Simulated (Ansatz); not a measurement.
`O[SiH2]C[SiH2]S`. The species carries charge 0 and has multiplicity 1. The structure was optimised at the PBE0-D4/def2-TZVP level. It is one conformer, not always the lowest.

```xyz
13

O     0.055   -2.994   -0.259
Si    0.049   -1.581    0.592
C     0.086   -0.076   -0.513
Si    0.204    1.558    0.381
S     0.442    3.226   -0.942
H    -0.728   -3.221   -0.761
H    -1.157   -1.500    1.464
H     1.271   -1.628    1.428
H    -0.820   -0.063   -1.131
H     0.941   -0.159   -1.193
H    -1.002    1.749    1.229
H     1.418    1.611    1.232
H    -0.759    3.078   -1.527
```

(1) What is the dipole moment at B3LYP/def2-TZVPP? (Best estimate.)

(2) And with PBE, r2SCAN, ωB97M-V? (An estimate is asked.)

(3) Give the Mulliken charges with B3LYP, ωB97M-V, r2SCAN in def2-TZVPP. (Estimate.)

Answers

(1) Ansatz gave: 2.36 D, with components (-1.93, -0.74, -1.13) D in this frame, pointing from negative to positive charge.

(2) Computed: PBE 2.37 D, r2SCAN 2.44 D, ωB97M-V 2.39 D.

(3) Computed: 
| atom | B3LYP | ωB97M-V | r2SCAN |
| --- | --- | --- | --- |
| O1 | -0.40 | -0.38 | -0.42 |
| Si2 | 0.48 | 0.41 | 0.50 |
| C3 | -0.32 | -0.42 | -0.30 |
| Si4 | 0.34 | 0.25 | 0.36 |
| S5 | -0.27 | -0.25 | -0.28 |
| H6 | 0.18 | 0.17 | 0.19 |
| H7 | -0.10 | -0.06 | -0.10 |
| H8 | -0.08 | -0.03 | -0.08 |
| H9 | 0.08 | 0.11 | 0.07 |
| H10 | 0.11 | 0.14 | 0.10 |
| H11 | -0.06 | -0.02 | -0.07 |
| H12 | -0.06 | -0.02 | -0.06 |
| H13 | 0.10 | 0.11 | 0.10 |

B3LYP here is the variant with VWN-RPA as its local correlation; programs differ in this.
